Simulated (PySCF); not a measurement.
A side-by-side comparison of computed properties.

First species: C5H5FO2Si.
Geometry (GFN2-xTB, Å), atoms numbered from 1 in this order:
```
atom  x, y, z in Å
O1    -2.577    1.946    1.274
C2    -2.483    1.018    0.544
F3    -3.621    0.475   -0.007
C4    -1.324    0.293    0.088
C5    -1.207   -0.788   -0.765
C6     0.163   -1.065   -0.845
C7     0.805   -0.146   -0.042
Si8    2.615    0.139    0.398
O9    -0.098    0.669    0.517
H10   -2.014   -1.296   -1.253
H11    0.634   -1.836   -1.419
H12    2.881   -0.527    1.673
H13    3.401   -0.463   -0.677
H14    2.825    1.580    0.492
```

Second species: 2-pyrrolidinone, C4H7NO.
Atom-mapped SMILES: `[O:1]=[C:2]1[CH2:3][CH2:4][CH2:5][NH:6]1` (hydrogens: H7, H8 on C3; H9, H10 on C4; H11, H12 on C5; H13 on N6)

Geometry (GFN2-xTB, Å), atoms numbered from 1 in this order:
```xyz
13
C4H7NO angstrom
O     -1.3471    2.1842    0.2410
C     -0.6873    1.1777    0.1465
C     -1.1795   -0.2628    0.2106
C     -0.0048   -1.0843   -0.3190
C      1.2161   -0.1987   -0.0361
N      0.6508    1.1280   -0.0295
H     -1.4013   -0.4924    1.2547
H     -2.0940   -0.3877   -0.3646
H      0.0786   -2.0596    0.1557
H     -0.1112   -1.2310   -1.3941
H      1.9879   -0.2926   -0.8034
H      1.6652   -0.4367    0.9377
H      1.2221    1.9565   -0.0171
```

Levels: PBE0/def2-SVPD for HOMO energy, LUMO energy, HOMO–LUMO gap and static isotropic polarisability; TDDFT PBE0/def2-SVPD for lowest singlet excitation; TDA PBE0/def2-SVPD for lowest triplet excitation (Tamm–Dancoff). Geometries: GFN2-xTB. Each structure is a single optimised conformer of the isolated species, non-relativistic unless stated. Electronic properties by PySCF.

Dipoles, sizes and rotational constants follow the conformer. The torsions of the flexible species, by atom-mapped SMILES:
- `[O:1]=[C:2]([F:3])[c:4]1[cH:5][cH:6][c:7]([SiH3:8])[o:9]1`: O1–C2–C4–C5 180°

The conformers of `O=C1CCCN1` aren't listed.

| property | column X | column Y |
| --- | --- | --- |
| HOMO energy | -7.17 eV | -7.62 eV |
| LUMO energy | 0.50 eV | -2.17 eV |
| HOMO–LUMO gap | 7.67 eV | 5.45 eV |
| lowest singlet excitation | 5.75 eV | 5.01 eV |
| lowest triplet excitation (Tamm–Dancoff) | 5.26 eV | 3.18 eV |
| static isotropic polarisability | 56.1 au | 95.0 au |

Which column belongs to which species?

Column X is the second species and column Y the first. The first has 14 atoms and 74 electrons, the second 13 and 46.

How does each property change from the first species to the second?

HOMO energy +0.45 eV; LUMO energy +2.67 eV; HOMO–LUMO gap +2.22 eV; lowest singlet excitation +0.74 eV; lowest triplet excitation (Tamm–Dancoff) +2.08 eV; static isotropic polarisability -38.9 au.

On the first: The vertical singlet–triplet gap S1 − T1 is 1.83 eV (TDDFT singlet less Tamm–Dancoff triplet; S1: HOMO→LUMO, weight 0.97; T1: HOMO→LUMO, weight 0.95). In wavenumbers S1 is 40400 cm⁻¹ (1 eV = 8065.54 cm⁻¹).

On the second: No computed singlet falls in the visible range (750 to 380 nm, 1.65 to 3.26 eV); S1 lies 2.49 eV above its blue end. S1 lies 1.92 eV below the HOMO–LUMO gap; its leading configuration is HOMO→LUMO+1, weight 0.89.
